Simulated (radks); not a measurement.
Results of a calculation; reference values are marked as such.
Spherical quantum dot in the effective-mass picture: electrons in a parabolic well V = omega^2 r^2 / 2 with omega = 4.82, with a point charge +2 (a donor) at the centre, all in effective atomic units (hartree* = m*/eps^2 hartree, bohr* = eps/m* bohr), one dielectric constant everywhere. Level of theory: non-relativistic Kohn-Sham, PBEsol, spin-polarised, spherical densities (a radial shooting solver with Libxc functionals). Levels are named by radial order and angular momentum (1s, 1p, 1d, 2s, ...), and open shells are averaged over m. Results are scaled to m* = 0.055 and eps = 5.8, for which hartree* = 44.49 meV and bohr* = 5.58 nm.

N = 5, configuration 1s2 1p(up 3, down 0). This is the lowest configuration that the search found. Occupied and some empty levels:

level,occupation,eigenvalue (meV),<r> (nm)
1s up,1,381.10,2.540
1s down,1,396.32,2.507
1p up,3,640.82,3.798
1p down,0,661.19,3.805
2s up,0,803.57,4.193
2s down,0,817.12,4.231
1d up,0,857.20,4.621
1d down,0,876.30,4.653
1f up,0,1068.5,5.294
1f down,0,1084.7,5.331

Energy (meV): total 1923.55, kinetic 1234.6, external 73.352, Hartree 847.65, exchange-correlation -232.02.
